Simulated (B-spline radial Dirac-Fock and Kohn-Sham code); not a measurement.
Pd⁵⁺ in Watson spheres of different radius

These are calculated numbers from a radial B-spline solver; the model is multi-electron Dirac-Fock with separately optimised hole states, Breit and Lamb-shift corrections added in first order. The ion, [Kr] 4d5, sits in a hollow sphere of charge Q = -5, a simple model of the Madelung potential. Inside the sphere an electron's potential energy is raised by the constant 14.40·|Q|/R eV, so binding energies fall by about that much as long as the orbitals stay inside.

```
radius (Å)  14.40 |Q|/R (eV)  1s (eV)  2s (eV)  2p1/2 (eV)  2p3/2 (eV)  3s (eV)  3p1/2 (eV)  3p3/2 (eV)  3d3/2 (eV)  3d5/2 (eV)  4s (eV)  4p1/2 (eV)  4p3/2 (eV)  4d (eV)
       1.6             45.00  24397.4   3659.1      3379.9      3222.8    720.0       609.5       581.4       386.9       381.5    134.2       96.48       91.64    36.39
       2.2             32.73  24409.7   3671.3      3392.1      3235.0    732.3       621.8       593.6       399.1       393.8    146.5       108.7       103.9    48.64
```

From the smallest to the largest radius 1s moves by +12.2 eV, while the constant potential alone would give +12.3 eV; the difference comes from charge outside the sphere and its screening.
